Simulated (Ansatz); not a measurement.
Worked example: C3H6F2 + GeH2(CH3)I → C3H6FI + GeH2(CH3)F

Species: C3H6F2 `CC(F)CF`, singlet; GeH2(CH3)I, singlet; C3H6FI `CC(I)CF`, singlet; GeH2(CH3)F, singlet. The partners trade F for I: C–F and Ge–I bonds give way to C–I and Ge–F.

Shapes, held fixed at every level: PBE0-D4/def2-TZVP. Flexible molecules stand in one conformer, not always the lowest. Programs: Ansatz 0.2.0. Electronic energies: no zero-point or thermal term.

At CCSD(T)/def2-TZVPP; 1 Eh = 2625.50 kJ/mol:

| species | energy (Eh) |
| --- | --- |
| C3H6F2 | -317.187558 |
| GeH2(CH3)I | -2413.827914 |
| C3H6FI | -514.591892 |
| GeH2(CH3)F | -2216.425991 |

Work out ΔE of the reaction at this level.


1. Products less reactants: (-514.591892) + (-2216.425991) − [(-317.187558) + (-2413.827914)] = -0.002411 Eh = -6.3 kJ/mol.

Other levels give -2.4 (CCSD/def2-TZVPP) to +9.5 kJ/mol (PBE0-D4/def2-TZVPP). No measured value is set beside it here. For atoms past krypton def2 sets carry core potentials with scalar relativity. Relativity is left out for Ge. Outer-core shells of Ge, I are correlated in most correlated rows, in sets that cover them unevenly. CCSD(T)/def2-TZVPP lies outside the range of all other levels here, so it shouldn't be taken on trust. The median of the other levels is +4.1 kJ/mol.
